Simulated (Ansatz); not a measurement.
BrCl, triplet, at a GFN2-xTB geometry (a higher spin typed on purpose: for a closed-shell molecule this is an excited state). Base run: Ansatz (a program for electronic structure) with CAM-B3LYP/aug-cc-pVDZ.

Geometry (Å):
```xyz
2

Cl     0.0000     0.0000    -1.7774
Br     0.0000     0.0000     0.8633
```
Charge 0, spin multiplicity 3.
Orbitals are unrestricted.
All else is at Ansatz's defaults.
Base energy -3034.38762 Eh.

The base run was repeated with changes; each row names its change, and settings that it needs were set with it.

```csv
change,ΔE vs base (mEh)
base,0.000
"final_grid = 10, 20, 41",0.000
fitting.mean_field = cc-pVTZ-JKFIT,-0.055
"point_charge = charge:-1.0 position_ang:-0.2421, 3.4768, 2.0962",-15.814
lower_state_search = off,0.000
"point_charge = charge:1.0 position_ang:-4.0309, -1.441, 0.1266",-4.946
"final_grid = 4, 8, 17",0.049
nuclear_model = gaussian,13.481
"final_grid = 6, 12, 29",0.000
lower_state_search = light,0.000
accuracy = high,0.000
```
